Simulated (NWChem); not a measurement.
System: CH4ClFOSi; SMILES CO[Si@H](F)Cl

The following NWChem deck was run.

```
start job
memory heap 200 mb stack 900 mb global 1100 mb
geometry units angstroms noautoz
  C     -0.920610     2.049191    -0.478866
  O     -0.125747     1.444516     0.533164
  Si     0.522467    -0.069828     0.492694
  F      1.724026    -0.164811    -0.604748
  Cl    -0.904952    -1.449366    -0.091225
  H     -1.710505     1.357606    -0.844961
  H     -0.297688     2.365709    -1.343223
  H     -1.407038     2.946370    -0.047735
  H      1.061196    -0.369030     1.840249
end
basis spherical
  C library 6-31g*
  O library 6-31g*
  Si library 6-31g*
  F library 6-31g*
  Cl library 6-31g*
  H library 6-31g*
end
dft
  xc becke97-2
  iterations 150
  mulliken
end
task dft energy
```

Coordinates come from a PBE-D3(BJ)/def2-SVP optimisation.

Task: Give the results of this calculation. (B97-2/6-31G* (spherical d).) Quantities: energy (Ha); highest occupied level (eV); orbital gap (eV); dipole (D).

Result: 
```
Property                       Value
---------------------------  -------
energy (Ha)                  -965.35
highest occupied level (eV)    -8.60
orbital gap (eV)                9.60
dipole (D)                      1.51
```
